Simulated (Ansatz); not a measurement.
Cartesian coordinates in Å:
```
Cl -1.147 -1.698 -0.781
Ti -0.017 -0.025 -0.012
Br 0.845 -0.564 2.068
Br 1.720 0.468 -1.460
Br -1.401 1.820 0.185
```

The species carries charge 0 and has multiplicity 1.

(1) List the B3LYP/def2-TZVPP orbital energies in eV (Ansatz 0.2.0). (An estimate is asked.)

Results:

(1) The calculation gave: Occupied: -13139.78, -13139.78, -13139.78, -4870.38, -2763.12, -1701.42, -1701.42, -1701.42, -1533.10, -1533.10, -1533.10, -1533.08, -1533.08, -1533.08, -1533.08, -1533.08, -1533.08, -544.47, -455.00, -454.99, -454.99, -257.88, -237.20, -237.20, -237.20, -196.83, -196.79, -196.79, -177.98, -177.98, -177.98, -177.92, -177.92, -177.92, -177.92, -177.92, -177.92, -72.29, -72.29, -72.29, -72.26, -72.26, -72.26, -72.26, -72.26, -72.26, -72.21, -72.21, -72.21, -72.21, -72.21, -72.21, -67.29, -43.11, -43.07, -43.07, -22.65, -21.56, -21.35, -21.35, -11.05, -10.47, -10.27, -10.27, -10.11, -10.11, -9.62, -9.62, -9.47, -8.70, -8.70, -8.51. Lowest empty: -3.91, -3.91, -3.31, -3.31, -3.23, -0.11, 1.88, 1.88.

B3LYP here is the variant with VWN-RPA as its local correlation; programs differ in this.
